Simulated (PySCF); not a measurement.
## Nuclear quadrupole coupling in `[SiH3][C@@H](O[SiH2]S)C1CC1`

Compound: C4H12OSSi2.
Z-matrix (Å and degrees, GFN2-xTB geometry), rows numbered from 1:
```
Si
C   1  1.9148
O   2  1.4227  1  103.36
Si  3  1.6118  2  128.19  1   179.70
S   4  2.1381  3  101.92  2   177.35
C   2  1.5028  1  113.94  3   120.88
C   6  1.5006  2  120.28  1   154.27
C   6  1.4967  2  119.54  1    83.82
H   1  1.4618  2  107.39  3    57.76
H   1  1.4610  2  107.34  3   -61.45
H   1  1.4635  2  108.51  3   178.17
H   2  1.0973  1  111.73  3  -115.61
H   4  1.4550  3  114.51  2   -67.55
H   4  1.4611  3  111.72  2    60.59
H   5  1.3232  4   96.74  3   -17.95
H   6  1.0832  2  112.84  1   -60.97
H   7  1.0801  6  117.99  8   107.88
H   7  1.0794  6  118.64  8  -108.39
H   8  1.0796  6  117.65  7  -108.00
H   8  1.0790  6  118.62  7   108.54
```

Field gradients from the PBE0/pcSseg-1 density (PySCF, non-relativistic), principal values in atomic units, ordered |Vxx| ≤ |Vyy| ≤ |Vzz|:

| atom | Vxx | Vyy | Vzz |
| --- | --- | --- | --- |
| O3 | -0.5060 | -1.1968 | 1.7027 |
| S5 | 0.1114 | 1.9476 | -2.0590 |

Question: Find the asymmetry η = (Vxx − Vyy)/Vzz and the couplings χ = eQV/h (234.96 MHz × Q in barn × V in au), with Q(17O) = −0.0256 b, Q(33S) = −0.0678 b.

Answer: 
```json
{"atom": "O3", "environment": "silyl ether oxygen", "nucleus": "17O", "η": "0.41", "χzz (MHz)": "-10.24", "χxx (MHz)": "3.04", "χyy (MHz)": "7.20"}
{"atom": "S5", "environment": "sulfur bonded to Si and H", "nucleus": "33S", "η": "0.89", "χzz (MHz)": "32.80", "χxx (MHz)": "-1.78", "χyy (MHz)": "-31.03"}
```

Question: What is Vzz at S5 in SI units (1 au = 9.71736 × 10²¹ V/m²)?

Answer: -2.0590 au = -20.008 × 10²¹ V/m².

Question: And the gradient at the other heavy atoms, for which no coupling is worked out here?

Answer: 
```json
{"atom": "Si1", "environment": "SiH3 silicon", "Vzz (au)": "0.148", "η": "0.22"}
{"atom": "C2", "environment": "sp3 carbon bound to oxygen", "Vzz (au)": "0.452", "η": "0.38"}
{"atom": "Si4", "environment": "oxygen-bound silicon", "Vzz (au)": "-0.486", "η": "0.94"}
{"atom": "C6", "environment": "three-membered-ring carbon", "Vzz (au)": "0.176", "η": "0.39"}
{"atom": "C7", "environment": "three-membered-ring carbon", "Vzz (au)": "0.183", "η": "0.08"}
{"atom": "C8", "environment": "three-membered-ring carbon", "Vzz (au)": "0.181", "η": "0.01"}
```

Question: What couplings would deuterons (Q(2H) = 0.00286 b) have in place of the hydrogens, at this geometry?

Answer: 
```csv
atom,bonded to,bond length (Å),Vzz (au),η,χzz (kHz)
H9,Si1,1.462,0.1641,0.01,110
H10,Si1,1.461,0.1646,0.02,111
H11,Si1,1.463,0.1628,0.01,109
H12,C2,1.097,0.2891,0.07,194
H13,Si4,1.455,0.1646,0.03,111
H14,Si4,1.461,0.1600,0.03,108
H15,S5,1.323,0.2616,0.12,176
H16,C6,1.083,0.3200,0.08,215
H17,C7,1.080,0.3300,0.07,222
H18,C7,1.079,0.3314,0.07,223
H19,C8,1.080,0.3308,0.07,222
H20,C8,1.079,0.3322,0.07,223
```

Isolated species at its GFN2-xTB geometry (one conformer only). GFN2-xTB bond lengths can be off by several hundredths of an ångström, more for odd bonds, and the gradients follow them. With so small a basis the couplings can be 20 % off.
